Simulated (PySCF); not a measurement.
**`InChI=1S/C4H6BF3O/c5-2-1-3(2)9-4(6,7)8/h2-3H,1,5H2/t2-,3-/m1/s1`**

Cartesian coordinates in Å; atom numbers follow the order of the lines, from 1:
```xyz
15

B     1.767    0.204   -1.374
C     1.070    0.095   -0.002
C     0.902   -1.248    0.699
C    -0.279   -0.602    0.094
O    -1.240   -0.068    1.000
C    -2.011    0.877    0.505
F    -1.347    1.977    0.104
F    -2.720    0.488   -0.573
F    -2.886    1.269    1.422
H     2.392    1.152   -1.641
H     1.661   -0.672   -2.140
H     1.159    0.924    0.692
H     0.967   -1.252    1.776
H     1.294   -2.129    0.218
H    -0.733   -1.008   -0.801
```

Method used: TDDFT B3LYP/def2-SVPD circular dichroism and optical rotation, one conformer, gas phase (PySCF 2.14.0). Geometry: GFN2-xTB.

The molecule is flexible and this is one conformer; a measurement averages over conformers. States above about 8.6 eV lie in this functional's continuum (it starts at minus the energy of the highest occupied orbital, well below the true ionisation energy for most functionals) and depend on the basis.

Q: Draw the ECD and absorption spectra from the lowest 12 states, each a Gaussian of half-width 0.35 eV at 1/e height.

A: 
```csv
E (eV),λ (nm),Δε (L mol⁻¹ cm⁻¹),ε (L mol⁻¹ cm⁻¹)
5.04,246,-1.62,66.2
5.14,241,-3.36,139
5.24,237,-5.84,250
5.34,232,-8.40,389
5.44,228,-9.67,542
5.54,224,-7.93,714
5.64,220,-2.23,971
5.74,216,+6.61,1440
5.84,212,+15.45,2270
5.94,209,+20.01,3470
6.04,205,+17.27,4840
6.14,202,+7.95,5960
6.24,199,-3.58,6390
6.34,196,-12.06,5920
6.44,193,-14.78,4700
6.54,190,-12.56,3210
6.64,187,-8.12,1880
6.74,184,-3.78,978
6.84,181,-0.51,499
6.94,179,+1.74,320
7.04,176,+3.21,293
7.14,174,+3.98,310
7.24,171,+3.97,318
7.34,169,+3.26,320
7.44,167,+2.11,358
7.54,165,+0.85,486
7.64,162,-0.22,729
7.74,160,-0.89,1050
7.84,158,-1.05,1360
7.94,156,-0.79,1560
8.04,154,-0.38,1620
8.14,152,-0.22,1590
8.24,151,-0.72,1620
8.34,149,-2.35,1810
8.44,147,-5.61,2190
8.54,145,-10.64,2680
8.64,144,-16.59,3110
```
Δε uses R in velocity form, ε uses f in length form. Only the states computed contribute, so the short-wavelength end is incomplete.
